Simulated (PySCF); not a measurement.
**Relaxation of sextet RuF₂⁺**

Computed with UPBE0/[Ru def2-TZVP with ECP28, F def2-TZVP], scalar-relativistic core potentials, density fitting, no spin–orbit coupling, PySCF. A (50,194) grid was used.

A start displaced from a saddle point along its imaginary mode, of C2v symmetry, held to at least that symmetry:

```xyz
3
charge 1 multiplicity 6, angstrom
Ru    0.0000   -0.0932    0.0000
F     0.0000    0.2500    1.8204
F     0.0000    0.2500   -1.8204
```

Task: What forces act on the atoms at the start (eV/Å)?

Result: 
```csv
atom,Fx,Fy,Fz
Ru1,0.00,0.35,0.00
F2,0.00,-0.18,-0.94
F3,0.00,-0.18,0.94
```

Task: What does it relax to?

Result: It ends at C2v with Ru–F 1.821 Å (×2); F–Ru–F 158.9°. A frequency run shows a minimum.

Task: How much energy is released, and in how many steps?

Result: 3.0 kJ/mol in 3 steps.

Other spin states or occupations of the open shell can lie lower. At this level a quartet minimum of D∞h symmetry lies 13 kJ/mol below this structure.

The relaxation took about 20 core-seconds on a shared host.
